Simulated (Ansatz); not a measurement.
A nudged elastic band was laid between two geometries of BrH + CH6Ge (10 atoms, charge 0, multiplicity 1).

Level of theory: RKS r2SCAN/def2-SVP in Ansatz.

* movable images: 5
* climbing image: yes
* spring: 5.0 eV/Å²
* optimiser: quadratic models (default)
* start path: through a guess of the saddle point
* force threshold: 0.03 eV/Å
* iteration limit: 60
* end points: relaxed

Image 0:

```xyz
10
Properties=species:S:1:pos:R:3
Ge -0.110 0.188 0.268
C -0.054 0.449 2.199
H -1.065 0.372 2.627
H 0.586 -0.314 2.667
H 0.352 1.443 2.438
H 1.295 0.300 -0.345
H -1.040 1.210 -0.405
H -0.652 -1.223 -0.057
Br 1.610 -3.284 1.583
H 0.598 -2.702 0.761
```

Image 6:

```xyz
10
Properties=species:S:1:pos:R:3
Ge 0.049 -0.755 -0.736
C 0.181 0.206 3.015
H -0.699 0.713 2.597
H 0.128 0.232 4.111
H 1.094 0.720 2.683
H 1.005 0.376 -0.350
H -1.335 -0.569 -0.110
H -0.040 -0.920 -2.257
Br 0.931 -2.725 0.109
H 0.206 -0.839 2.675
```

Problem. What changes between the two ends?

Solution. Bonds broken: Ge1–C2, Br9–H10. Bonds formed: Ge1–Br9, C2–H10. BrH + CH6Ge becomes BrGeH3 + CH4.

Problem. Give the energies along the band, and the barrier.

Solution. The run converged. The highest image is number 2 of 0 to 6, 156.9 kJ/mol above the first end and 251.5 kJ/mol above the last; the last end lies 94.7 kJ/mol below the first. Neighbouring images differ by up to 1.8 eV, so the band resolves the path poorly. A vibrational analysis at the climbing image gives one clearly imaginary mode, 572i cm⁻¹: a first-order saddle point. The orbitals stay closed-shell, which can raise the energy where a bond breaks towards radicals; this wasn't checked here.

```json
{"image": "0", "path coordinate (Å)": "0.00", "energy (kJ/mol)": "0.0", "Ge1–C2 (Å)": "1.95", "Br9–H10 (Å)": "1.43", "Ge1–Br9 (Å)": "4.09"}
{"image": "1", "path coordinate (Å)": "1.51", "energy (kJ/mol)": "12.3", "Ge1–C2 (Å)": "1.97", "Br9–H10 (Å)": "1.43", "Ge1–Br9 (Å)": "3.75"}
{"image": "2", "path coordinate (Å)": "3.02", "energy (kJ/mol)": "156.9", "Ge1–C2 (Å)": "2.27", "Br9–H10 (Å)": "1.97", "Ge1–Br9 (Å)": "2.91"}
{"image": "3", "path coordinate (Å)": "4.48", "energy (kJ/mol)": "-18.6", "Ge1–C2 (Å)": "3.11", "Br9–H10 (Å)": "2.32", "Ge1–Br9 (Å)": "2.39"}
{"image": "4", "path coordinate (Å)": "5.94", "energy (kJ/mol)": "-91.9", "Ge1–C2 (Å)": "3.97", "Br9–H10 (Å)": "2.94", "Ge1–Br9 (Å)": "2.32"}
{"image": "5", "path coordinate (Å)": "7.40", "energy (kJ/mol)": "-94.3", "Ge1–C2 (Å)": "4.02", "Br9–H10 (Å)": "3.23", "Ge1–Br9 (Å)": "2.32"}
{"image": "6", "path coordinate (Å)": "8.87", "energy (kJ/mol)": "-94.7", "Ge1–C2 (Å)": "3.87", "Br9–H10 (Å)": "3.27", "Ge1–Br9 (Å)": "2.32"}
```

Problem. What is the geometry of the highest image?

Solution. 
```xyz
10
Properties=species:S:1:pos:R:3
Ge 0.006 -0.254 0.020
C 0.035 -0.004 2.277
H -1.057 0.071 2.350
H 0.400 -0.515 3.188
H 0.525 0.976 2.226
H 1.360 -0.009 -0.626
H -0.763 1.095 0.059
H -0.955 -1.333 -0.455
Br 1.421 -2.606 0.996
H 0.548 -0.983 1.702
```

The band took 25 iterations and roughly 15 core-minutes.

Time of the run: 3.8 min on 4 threads of Arm Neoverse V2, on a shared host, peak memory 0.2 GiB.
